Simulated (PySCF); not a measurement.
Orbital picture of KO

M06-2X at R = 2.292 Å; PySCF, no relativity, basis sets K 6-311G(d,p), O 6-311G(d,p). State: ²Π (doublet), unpaired electrons π ↑. Only the outer orbitals are listed, counted within each symmetry.

| spin | orbital | occ. | ε (eV) | on K (%) | main shells (%) |
| --- | --- | --- | --- | --- | --- |
| α | 5σ | 1 | -40.22 | 100 | 100 K s |
| α | 6σ | 1 | -24.11 | 15 | 84 O s, 15 K p |
| α | 2π | 1 | -22.07 | 100 | 100 K p |
| α | 2π | 1 | -22.03 | 100 | 100 K p |
| α | 7σ | 1 | -21.39 | 85 | 84 K p, 15 O s |
| α | 3π | 1 | -8.11 | 2 | 98 O p |
| α | 8σ | 1 | -6.56 | 7 | 93 O p |
| α | 3π | 1 | -6.48 | 4 | 96 O p |
| α | 9σ | 0 | -1.12 | 99 | 77 K s, 22 K p |
| α | 4π | 0 | 0.00 | 100 | 100 K p |
| α | 4π | 0 | 0.03 | 99 | 99 K p |
| β | 5σ | 1 | -40.23 | 100 | 100 K s |
| β | 6σ | 1 | -22.59 | 61 | 61 K p, 38 O s |
| β | 2π | 1 | -22.06 | 100 | 100 K p |
| β | 2π | 1 | -22.04 | 100 | 100 K p |
| β | 7σ | 1 | -20.56 | 40 | 60 O s, 39 K p |
| β | 8σ | 1 | -5.62 | 9 | 91 O p |
| β | 3π | 1 | -5.55 | 5 | 95 O p |
| β | 9σ | 0 | -0.95 | 99 | 78 K s, 21 K p |
| β | 3π | 0 | -0.16 | 97 | 96 K p |
| β | 4π | 0 | 0.17 | 99 | 99 K p |

Task: Which are the highest filled and the lowest empty level, where do they sit, and how wide is the gap?

Result: Highest filled β 3π at -5.55 eV (in %: 95 O p); lowest empty α 9σ at -1.12 eV (in %: 77 K s, 22 K p); the gap at M06-2X is 4.43 eV.

The bond order (Mayer) is 0.52, the ⟨S²⟩ is 0.754 and the charge on K (Mulliken, basis-dependent) is 0.72. The charge on K (Löwdin, basis-dependent) is 0.60 and the dipole moment (positive dipole means K(−)O(+)) is -8.47 D.

The state was picked by a PBE0 search and need not be the measured ground state.
